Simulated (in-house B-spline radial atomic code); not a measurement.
A calculation on P VIII (P7+): its settings, and results tabulated from the run. Level of theory: scalar-relativistic (X2C) wB97X, spin-polarised, spherical fractional occupations, exact exchange averaged over the configuration, Fermi nucleus of rms radius 3.1889 fm; calculated with an all-electron radial atomic-structure program (B-spline basis).

Command:
```bash
python run_scf.py task.json out
```
Settings (nuclear radius in fm, mass in u):
```
Z                15
configuration    [He] 2s2 2p4
hamiltonian      x2c
method           wb97x
spin_polarised   True
nucleus          fermi
rms_radius       3.1889
atomic_mass      30.97376
speed_of_light   137.035999084
exact_exchange   averaged over the configuration
```

Output (hartree, bohr):
```
 radial grid: 63 intervals, B-splines of order 8, outer radius 5.1948 bohr

 iter        energy (Eh)    residual
    1        -312.974696    7.35e-01
    2        -317.641997    1.86e-01
    3        -317.802924    7.61e-02
    4        -317.830222    3.10e-02
    5        -317.835474    5.71e-03
    6        -317.835678    2.59e-04
    7        -317.835678    1.20e-05
    8        -317.835678    4.44e-07
    9        -317.835678    5.09e-07
   10        -317.835678    2.12e-07

 total energy                      -317.83568
 kinetic                             319.3225
 electron-nucleus                   -706.0413
 Hartree                              87.2221
 exact exchange                       -3.7152
 exchange-correlation                -14.6238

 orbital      occ     eigenvalue          <r>       <r^2>       <1/r>       <r^4>     <1/r^3>       r_max
 1s up      1.000       -84.6458     0.103259   0.0143614     14.7329 0.000533787           -     0.06742
 1s down    1.000       -84.4939      0.10303   0.0142892      14.756  0.00052732           -     0.06737
 2s up      1.000       -12.8451     0.484955     0.27714      3.0366    0.133079           -      0.4035
 2s down    1.000       -12.4836       0.4903    0.283499     2.99345    0.139913           -       0.406
 2p up      3.000       -11.1467     0.437796     0.23515     2.93462    0.111155     75.5699      0.3349
 2p down    1.000       -10.8076     0.443897    0.242295     2.90299    0.118808     73.9845      0.3382
```

Cost of the run: 0.61 s on 1 thread of Arm Neoverse N1, on a shared host.
